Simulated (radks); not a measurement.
The numbers below are computed, except where a source is named.
Q: Ionisation of the cadmium ion Cd3+, [Kr] 4d9, to Cd4+, [Kr] 4d8, under several functionals. Dirac Kohn-Sham, spin-unpolarised, spherical densities, finite nucleus; open shells fill j = l - 1/2 first; a radial shooting solver on a logarithmic mesh with Libxc functionals. Known Delta-SCF values: BLYP 53.558 eV; exchange-only LDA 52.188 eV; LDA (Slater exchange, VWN5 correlation) 53.930 eV. What does PBE give, and what is its highest occupied eigenvalue?

A: 53.701 eV by Delta-SCF; the 4d5/2 eigenvalue is -45.481 eV. NIST: 51 eV (theoretical).

Beside tabulated values, note that spin-unpolarised runs miss the spin-polarisation part of the exchange energy of open shells.
